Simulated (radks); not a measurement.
Ru10+, 34 electrons, occupied as [Ne] 3s2 3p5 3d10 4s2 4p5 (not the ground configuration).

All-electron calculation, scalar-relativistic Kohn-Sham, r2SCAN, spin-polarised, spherical densities, finite nucleus; open shells are filled with parallel spins first (spin-orbit coupling, left out, can overturn this in heavy ions); meta-GGA in the generalised Kohn-Sham scheme; Fermi nuclear charge, rms radius 4.4809 fm. Program: a radial shooting solver on a logarithmic mesh with Libxc functionals.

Energy parts (hartree):
part                        energy
total                  -4485.16171
kinetic                 4639.82898
electron-nucleus      -10559.02198
Hartree                 1559.94373
exchange-correlation    -125.91243

Orbitals (lengths in bohr, moments of r in powers of bohr):
orbital	occ.	eigenvalue (hartree)	<1/r>
1s up	1	-816.3550	45.87
1s down	1	-816.2677	45.87
2s up	1	-124.8554	10.39
2s down	1	-124.8390	10.39
2p up	3	-112.6371	10.06
2p down	3	-112.5726	10.06
3s up	1	-28.49241	3.649
3s down	1	-28.34497	3.644
3p up	3	-24.42428	3.475
3p down	2	-24.27406	3.471
3d up	5	-17.92974	3.250
3d down	5	-17.80578	3.251
4s up	1	-9.37694	1.490
4s down	1	-9.28209	1.485
4p up	3	-8.08105	1.390
4p down	2	-7.98969	1.386

The highest occupied level is 4p down at -217.41 eV. The density falls to 0.001 e/bohr^3 at r = 2.18 bohr. Spin moment in Bohr magnetons: 2. The spin density at the nucleus is 1.798 e/bohr^3 (1s -6.822, 2s 3.907, 3s 3.207, 4s 1.506). Summed over all electrons, <r^2> = 10.45 bohr^2, which gives a Langevin (diamagnetic) susceptibility term of -8.28 x 10^-6 cm^3/mol.
